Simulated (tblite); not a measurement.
Compound: C4H4NPSSi.
Bonds: N1–C2 (triple), C2–C3, C3–C4 (aromatic), C4–S5 (aromatic), S5–C6 (aromatic), C6–Si7, C6–P8 (aromatic), C3–P8 (aromatic). Hydrogens: H9 on C4; H10, H11, H12 on Si7.

Computed with GFN2-xTB (tblite), gas phase: Langevin dynamics at 400 K from the optimised GFN2-xTB geometry, time step 0.5 fs, friction 0.01 fs⁻¹, 2000 steps. The instantaneous temperature is 2·E(kin)/(3Nk) with all 3N coordinates.

```tsv
t (fs)	T (K)	E(pot) above start (eV)	N1≡C2 (Å)	C2–C3 (Å)	C3–C4 (Å)	C4–S5 (Å)	S5–C6 (Å)	C4–H9 (Å)
0	349	0.000	1.147	1.405	1.365	1.704	1.728	1.076
25	321	0.312	1.163	1.413	1.353	1.713	1.693	1.081
50	421	0.617	1.139	1.406	1.329	1.718	1.725	1.134
75	499	0.468	1.150	1.478	1.363	1.703	1.752	1.075
100	465	0.338	1.168	1.422	1.370	1.719	1.704	1.020
125	275	0.286	1.157	1.352	1.361	1.686	1.752	1.119
150	286	0.283	1.149	1.349	1.363	1.701	1.750	1.106
175	269	0.342	1.135	1.408	1.386	1.748	1.702	1.060
200	305	0.349	1.148	1.434	1.384	1.653	1.785	1.071
225	403	0.275	1.151	1.412	1.370	1.691	1.706	1.101
250	392	0.501	1.160	1.433	1.356	1.776	1.703	1.042
275	330	0.588	1.168	1.424	1.352	1.682	1.799	1.077
300	423	0.332	1.136	1.381	1.347	1.727	1.687	1.089
325	471	0.374	1.115	1.410	1.359	1.786	1.702	1.086
350	473	0.466	1.161	1.436	1.361	1.664	1.808	1.073
375	448	0.465	1.169	1.396	1.374	1.733	1.676	1.074
400	414	0.485	1.147	1.422	1.380	1.723	1.754	1.083
425	459	0.594	1.109	1.424	1.383	1.642	1.775	1.079
450	447	0.723	1.157	1.426	1.416	1.767	1.690	1.073
475	369	0.545	1.175	1.392	1.380	1.682	1.780	1.073
500	359	0.448	1.164	1.428	1.352	1.661	1.734	1.100
525	258	0.396	1.114	1.436	1.353	1.738	1.671	1.065
550	342	0.270	1.137	1.438	1.349	1.692	1.697	1.054
575	178	0.532	1.179	1.415	1.331	1.757	1.771	1.093
600	232	0.439	1.149	1.365	1.337	1.757	1.696	1.104
625	448	0.319	1.143	1.418	1.388	1.672	1.745	1.052
650	374	0.596	1.148	1.436	1.417	1.718	1.753	1.084
675	436	0.486	1.143	1.365	1.398	1.749	1.790	1.148
700	334	0.625	1.134	1.402	1.377	1.730	1.670	1.032
725	514	0.554	1.137	1.422	1.367	1.679	1.811	1.108
750	293	0.705	1.154	1.346	1.348	1.726	1.717	1.126
775	368	0.544	1.152	1.365	1.378	1.690	1.723	1.035
800	366	0.581	1.147	1.422	1.401	1.698	1.763	1.099
825	569	0.321	1.149	1.430	1.395	1.699	1.759	1.099
850	383	0.789	1.154	1.436	1.397	1.687	1.744	1.008
875	496	0.526	1.163	1.450	1.374	1.706	1.718	1.087
900	309	0.740	1.134	1.426	1.362	1.700	1.749	1.104
925	352	0.545	1.142	1.440	1.358	1.750	1.721	1.032
950	301	0.561	1.145	1.387	1.323	1.692	1.699	1.127
975	404	0.577	1.160	1.408	1.324	1.708	1.727	1.108
1000	266	0.595	1.148	1.471	1.335	1.706	1.682	1.015
```

Q: From 500 fs on, how do temperature and potential energy compare with equipartition?

A: The mean temperature of these 21 frames is 361 K against the target 400 K, and the mean potential energy 0.53 eV against 30 × kT/2 = 0.52 eV for 30 classical harmonic modes. For 12 atoms in a canonical ensemble the temperature itself scatters by T·√(2/(3N)) = 94 K; here its standard deviation is 93 K. The whole run lasts only 10 friction times of 100 fs, so these averages carry a wide statistical error.

Q: What are the kinetic and total energies of the listed frame with the highest potential energy?

A: The one at 850 fs, 0.789 eV above the start. Its kinetic energy is 3NkT/2 = 0.595 eV at 383 K, so the sum is 1.38 eV; over the listed frames the sum runs from 0.54 to 1.42 eV, since the thermostat adds and removes energy.

Q: How much do the listed bonds fluctuate from 500 fs on?

A: 
```json
{"bond": "N1≡C2", "at the start (Å)": "1.147", "mean (Å)": "1.147", "standard deviation (Å)": "0.013"}
{"bond": "C2–C3", "at the start (Å)": "1.405", "mean (Å)": "1.415", "standard deviation (Å)": "0.031"}
{"bond": "C3–C4", "at the start (Å)": "1.365", "mean (Å)": "1.365", "standard deviation (Å)": "0.027"}
{"bond": "C4–S5", "at the start (Å)": "1.704", "mean (Å)": "1.710", "standard deviation (Å)": "0.027"}
{"bond": "S5–C6", "at the start (Å)": "1.728", "mean (Å)": "1.730", "standard deviation (Å)": "0.037"}
{"bond": "C4–H9", "at the start (Å)": "1.076", "mean (Å)": "1.080", "standard deviation (Å)": "0.038"}
```

The motion is classical and holds no zero-point motion.

The cost below is that of the whole dynamics run. Hardware: an Arm Neoverse V1 with one thread, shared host with 32 logical CPUs at a one-minute load of 8.7. Cost: 16 s wall, 0.18 GiB resident at most.
